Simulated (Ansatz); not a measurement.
```yaml
crystal:
  periodic: [false, false, false]
  atoms:
    - {symbol: N, position_ang: [-0.581847, 0.299687, -0.450902]}
    - {symbol: Sn, position_ang: [-0.278103, -1.049859, 1.074446]}
    - {symbol: Cl, position_ang: [2.005998, -0.795437, 0.964166]}
    - {symbol: H, position_ang: [0.333801, 0.803293, -0.792778]}
    - {symbol: H, position_ang: [-1.436106, 0.665568, -0.747525]}
basis:
  gaussian: {orbitals: ANO-RCC-VTZP}
magnetization: {spin_polarized: true, initial_magnetization: 4}
hamiltonian: {xc: {name: BLYP}}
```

```sh
$ ansatz run in.yaml --threads 4 --pin off --events-out ev --progress --plain --max-ram 10444MiB
```

It prints (some lines left out):

```
Functional definition: BLYP
1318 factors; their error is unknown
mean field evaluation 1: about -182135.3731 eV, gradient 6.4e1 eV
mean field evaluation 2: about -181951.0165 eV, gradient 1.4e2 eV
mean field evaluation 4: about -182154.0997 eV, gradient 2.2e1 eV
mean field evaluation 8: about -182156.6964 eV, gradient 5.5e-1 eV
mean field evaluation 16: about -182156.6742 eV, gradient 1.8e-3 eV
mean field -182156.67419621 eV, -6694.1343064825 hartree, gradient 4.0e-5 eV, S^2 6.004245; 6 other end points of the search recorded, 0 dependent functions left out
reference -182156.67449796 eV, -6694.1343175716 hartree; 40, 36 occupied and 120, 124 virtual orbitals, 1318 factors
Total energy: -182156.67449796 eV, -6694.1343175716 hartree
Relativity: scalar
```

In this input the spin is set far too high for this molecule. Self-consistency was reached. The result belongs to that input, not to the molecule as meant.
